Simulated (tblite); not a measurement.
C4H6F3P.
SMILES with atom numbers: `[CH3:1][C@@H:2]1[PH:3][C@H:4]1[C:5]([F:6])([F:7])[F:8]` (hydrogens: H9, H10, H11 on C1; H12 on C2; H13 on P3; H14 on C4)

Computed with GFN2-xTB (tblite): harmonic, unscaled wavenumbers at the GFN2-xTB geometry, gas phase. This tight-binding method is rough: wavenumbers can miss measured ones by several per cent, in bad cases by 10 to 20. Modes of hydrogen on phosphorus can be 10 to 20 % off.

Harmonic wavenumbers (cm⁻¹): 44.0, 114.8, 152.4, 188.8, 246.3, 321.5, 343.2, 374.3, 474.3, 503.7, 572.7, 658.4, 698.2, 733.2, 844.7, 887.0, 934.4, 964.0, 1004.8, 1033.1, 1042.1, 1083.3, 1126.4, 1159.7, 1183.3, 1243.8, 1350.2, 1409.4, 1479.0, 1486.2, 2255.2, 3006.4, 3012.1, 3024.5, 3036.8, 3038.7.

A = 2672, B = 1257, C = 1040 MHz; mass 142.016 u (most abundant isotopes); point group C1, symmetry number 1.

Q: Zero-point energy?

A: Half the sum of the wavenumbers: 20515 cm⁻¹ = 58.66 kcal/mol.

Q: Entropy at 350 K, 1 bar (ideal gas, RRHO, classical rotation)?

A: Translation 41.59, rotation 29.39, vibration 26.71: S = 97.7 cal/(mol K).

Q: And Cp and H(350 K) − H(0)?

A: Cp = 37.02 cal/(mol K), of which vibrations give 29.07 (their classical limit is 36 R = 71.5); H(350 K) − H(0) = 7.81 kcal/mol without the zero-point energy, 5.03 from vibrations.

Q: What must be added to the electronic energy to get the Gibbs energy at 350 K and 1 bar?

A: ZPE + [H(350 K) − H(0)] − T·S = 58.66 + 7.81 − 34.19 = 32.28 kcal/mol.

Q: Which modes carry the vibrational entropy at 350 K?

A: 44.0 cm⁻¹: 5.39; 114.8 cm⁻¹: 3.50; 152.4 cm⁻¹: 2.95; 188.8 cm⁻¹: 2.54; 246.3 cm⁻¹: 2.05; 321.5 cm⁻¹: 1.57 cal/(mol K); the other 30 give 8.72 together.

Q: How do the functions run with temperature in this model?

A: 
| T (K) | S (cal/(mol K)) | Cp (cal/(mol K)) | H − H(0) (kcal/mol) | G − H(0) (kcal/mol) | ln q(vib) |
| --- | --- | --- | --- | --- | --- |
| 100 | 67.0 | 16.0 | 1.15 | -5.55 | 1.21 |
| 200 | 80.7 | 24.5 | 3.18 | -12.96 | 3.14 |
| 300 | 92.3 | 33.0 | 6.06 | -21.62 | 5.17 |
| 500 | 112.6 | 46.9 | 14.15 | -42.17 | 9.30 |
| 800 | 137.6 | 58.9 | 30.21 | -79.86 | 15.21 |
| 1000 | 151.3 | 63.7 | 42.49 | -108.78 | 18.82 |

q(vib) and H(0) count from the zero-point level.

Q: Blend soft modes into free rotors: weight 1/[1 + (100 cm⁻¹/ν̃)⁴] for the oscillator and the rest for a rotor with moment μB/(μ + B), μ = h/(8π²ν), B = 10⁻⁴⁴ kg m². What vibrational entropy results?

A: 24.93 cal/(mol K) in place of 26.71, which changes −T·S at 350 K by +0.62 kcal/mol.

Hindered rotation and anharmonicity are outside this model. The structure is chiral; the term R ln 2 for an equal mix with its mirror image is left out.

On an Arm Neoverse V1 with one thread (shared host), this took 0.4 s wall. The figure is for the frequency step alone.
